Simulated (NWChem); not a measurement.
System: KCl; SMILES [Cl][K]

Here is an NWChem input.

```
start job
memory heap 200 mb stack 900 mb global 1100 mb
geometry units angstroms noautoz
  K      0.000000     0.000000    -1.255548
  Cl     0.000000     0.000000     1.398825
end
basis spherical
  * library def2-svp
end
dft
  xc pbe0
  iterations 150
  mulliken
end
task dft energy
```

Output (shortened):

```
             Northwest Computational Chemistry Package (NWChem) 7.3.0
             --------------------------------------------------------

 ORDER OF PRIMARY AXIS IS BEING SET TO 4
 C4V symmetry detected

                             Geometry "geometry" -> ""
                             -------------------------

 Output coordinates in angstroms (scale by  1.889725989 to convert to a.u.)

  No.       Tag          Charge          X              Y              Z
 ---- ---------------- ---------- -------------- -------------- --------------
    1 K                   19.0000     0.00000000     0.00000000    -1.25345392
    2 Cl                  17.0000     0.00000000     0.00000000     1.40091908

 Effective nuclear repulsion energy (a.u.)      64.3934561672

      Symmetry information
      --------------------

 Group name             C4v
 Group number             18
 Group order               8
 No. of unique centers     2

                                 NWChem DFT Module
                                 -----------------

 Summary of "ao basis" -> "ao basis" (spherical)
 ------------------------------------------------------------------------------
       Tag                 Description            Shells   Functions and Types
 ---------------- ------------------------------  ------  ---------------------
 K                          def2-svp                10       24   5s3p2d
 Cl                         def2-svp                 8       18   4s3p1d

      Symmetry analysis of basis
      --------------------------

        a1         18
        a2          0
        b1          3
        b2          3
        e          18

            General Information
            -------------------
          SCF calculation type: DFT
          Wavefunction type:  closed shell.
          No. of atoms     :     2
          No. of electrons :    36
           Alpha electrons :    18
            Beta electrons :    18
          Charge           :     0
          Spin multiplicity:     1
          Use of symmetry is: on ; symmetry adaption is: on
          Maximum number of iterations: 150
          AO basis - number of functions:    42
                     number of shells:    18
          Convergence on energy requested:  1.00D-06
          Convergence on density requested:  1.00D-05
          Convergence on gradient requested:  5.00D-04

              XC Information
              --------------
                         PBE0 Method XC Functional
                     Hartree-Fock (Exact) Exchange  0.250
          PerdewBurkeErnzerhof Exchange Functional  0.750
            Perdew 1991 LDA Correlation Functional  1.000 local
           PerdewBurkeErnz. Correlation Functional  1.000 non-local

             Grid Information
             ----------------
          Grid used for XC integration:  medium
          Radial quadrature: Mura-Knowles
          Angular quadrature: Lebedev.
          Tag              B.-S. Rad. Rad. Pts. Rad. Cut. Ang. Pts.
          ---              ---------- --------- --------- ---------
          K                   2.20      112          14.0       590
          Cl                  1.00       88          11.0       590
          Grid pruning is: on
          Number of quadrature shells:   200
          Spatial weights used:  Erf1

      Superposition of Atomic Density Guess
      -------------------------------------

 Sum of atomic energies:       -1058.40089110

      Non-variational initial energy
      ------------------------------

 Total energy =   -1058.264240
 1-e energy   =   -1586.823408
 2-e energy   =     464.165712
 HOMO         =      -0.443862
 LUMO         =      -0.047246

      Symmetry analysis of molecular orbitals - initial
      -------------------------------------------------

 !! scf_movecs_sym_adapt:    6 vectors were symmetry contaminated

  Symmetry fudging

 !! scf_movecs_sym_adapt:    6 vectors were symmetry contaminated

  Numbering of irreducible representations:

     1 a1          2 a2          3 b1          4 b2          5 e

  Orbital symmetries:

     1 a1          2 a1          3 a1          4 a1          5 e
     6 e           7 a1          8 a1          9 e          10 e
    11 a1         12 a1         13 e          14 e          15 a1
    16 e          17 e          18 a1         19 a1         20 a1
    21 e          22 e          23 a1         24 b1         25 b2
    26 e          27 e          28 a1

     ---------------------------------------------
      Total Density - Mulliken Population Analysis
     ---------------------------------------------

    Atom       Charge   Shell Charges
 -----------   ------   -------------------------------------------------------
    1 K   19    18.11   2.00  2.00  2.00  0.04 -0.01  6.00  5.99  0.04  0.01  0.03
    2 Cl  17    17.89   2.00  1.99  1.25  0.74  5.95  2.30  3.66  0.00

   convergence    iter        energy       DeltaE   RMS-Dens  Diis-err
 ---------------- ----- ----------------- --------- --------- ---------
 d= 0,ls=0.0,diis     1  -1059.6143588066 -1.12D+03  3.21D-02  2.37D-01
 d= 0,ls=0.0,diis     2  -1059.6150020139 -6.43D-04  1.75D-02  2.24D-01
 d= 0,ls=0.0,diis     3  -1059.6495876029 -3.46D-02  1.47D-03  2.09D-03
 d= 0,ls=0.0,diis     4  -1059.6499538394 -3.66D-04  1.10D-04  2.49D-05
 d= 0,ls=0.0,diis     5  -1059.6499575717 -3.73D-06  3.78D-05  9.33D-07
 d= 0,ls=0.0,diis     6  -1059.6499577570 -1.85D-07  1.01D-05  6.21D-08
 d= 0,ls=0.0,diis     7  -1059.6499577702 -1.32D-08  2.28D-06  3.45D-10

         Total DFT energy =    -1059.649957770237
      One electron energy =    -1590.549480567724
           Coulomb energy =      528.018595108037
    Exchange-Corr. energy =      -61.512528477752
 Nuclear repulsion energy =       64.393456167201

 Numeric. integr. density =       35.999999724703

                  Occupations of the irreducible representations
                  ----------------------------------------------

                     irrep           alpha         beta
                     --------     --------     --------
                     a1               10.0         10.0
                     a2                0.0          0.0
                     b1                0.0          0.0
                     b2                0.0          0.0
                     e                 8.0          8.0

                       DFT Final Molecular Orbital Analysis
                       ------------------------------------

 Vector   16  Occ=2.000000D+00  E=-2.123975D-01  Symmetry=a1
              MO Center= -3.9D-17, -1.8D-16,  1.3D+00, r^2= 1.6D+00
   Bfn.  Coefficient  Atom+Function         Bfn.  Coefficient  Atom+Function
  ----- ------------  ---------------      ----- ------------  ---------------
    37      0.656159  2 Cl pz                34      0.437269  2 Cl pz
     4     -0.272993  1 K  s                 31      0.262923  2 Cl pz
    11      0.146168  1 K  pz                 5      0.141946  1 K  s
     3      0.139400  1 K  s                 28      0.052797  2 Cl s
    17     -0.051800  1 K  d  0              27      0.049097  2 Cl s

 Vector   17  Occ=2.000000D+00  E=-2.044188D-01  Symmetry=e
              MO Center= -1.4D-15, -5.3D-16,  1.3D+00, r^2= 1.4D+00
   Bfn.  Coefficient  Atom+Function         Bfn.  Coefficient  Atom+Function
  ----- ------------  ---------------      ----- ------------  ---------------
    35      0.635722  2 Cl px                32      0.434857  2 Cl px
    29      0.259762  2 Cl px                12      0.109372  1 K  px
    36      0.107652  2 Cl py                23     -0.081094  1 K  d  1
    33      0.073638  2 Cl py                 9     -0.056420  1 K  px
    30      0.043988  2 Cl py

 Vector   18  Occ=2.000000D+00  E=-2.044188D-01  Symmetry=e
              MO Center=  2.6D-16,  3.7D-16,  1.3D+00, r^2= 1.4D+00
   Bfn.  Coefficient  Atom+Function         Bfn.  Coefficient  Atom+Function
  ----- ------------  ---------------      ----- ------------  ---------------
    36      0.635722  2 Cl py                33      0.434857  2 Cl py
    30      0.259762  2 Cl py                13      0.109372  1 K  py
    35     -0.107652  2 Cl px                21      0.081094  1 K  d -1
    32     -0.073638  2 Cl px                10     -0.056420  1 K  py
    29     -0.043988  2 Cl px

 Vector   19  Occ=0.000000D+00  E=-4.927144D-02  Symmetry=a1
              MO Center= -1.1D-16, -1.1D-16, -2.4D+00, r^2= 8.4D+00
   Bfn.  Coefficient  Atom+Function         Bfn.  Coefficient  Atom+Function
  ----- ------------  ---------------      ----- ------------  ---------------
     4      0.733211  1 K  s                 14     -0.419079  1 K  pz
     3     -0.317646  1 K  s                  5      0.251599  1 K  s
    11      0.143768  1 K  pz                37      0.088319  2 Cl pz
    34      0.064317  2 Cl pz                 2      0.058242  1 K  s
    27     -0.054578  2 Cl s                  8     -0.039914  1 K  pz

 Vector   20  Occ=0.000000D+00  E= 2.054987D-02  Symmetry=e
              MO Center= -2.7D-15,  4.0D-15, -1.6D+00, r^2= 8.5D+00
   Bfn.  Coefficient  Atom+Function         Bfn.  Coefficient  Atom+Function
  ----- ------------  ---------------      ----- ------------  ---------------
    12      1.009068  1 K  px                 9     -0.274006  1 K  px
    23      0.182481  1 K  d  1              35     -0.139262  2 Cl px
    13     -0.129425  1 K  py                 6      0.074367  1 K  px
    32     -0.067513  2 Cl px                29     -0.040882  2 Cl px
    10      0.035145  1 K  py

[...]
```

Level: PBE0/def2-SVP. The geometry was optimised at PBE0/def2-SVP.
